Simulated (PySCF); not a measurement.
A structure optimised at B3LYP-D3(BJ)/def2-SVP, used in a PySCF frequency run:

```xyz
11

N     -0.1319     2.0735     0.0000
C     -0.0187     0.7957     0.0000
N     -1.0910    -0.0897     0.0000
C     -0.6593    -1.4130     0.0000
C      0.6946    -1.3970     0.0000
N      1.0892    -0.0550     0.0000
H      0.7810     2.5289     0.0000
H     -2.0447     0.2416     0.0000
H     -1.3495    -2.2510     0.0000
H      1.4083    -2.2150     0.0000
H      2.0411     0.2803     0.0000
```
Charge 0, spin multiplicity 1.

**Question.** Write its SMILES, formula and point group.

**Answer.** N=c1[nH]cc[nH]1, C₃H₅N₃, Cs

**Question.** What are its rotational constants (standard atomic weights)?

**Answer.** 8.8111, 3.8267, 2.6680 GHz
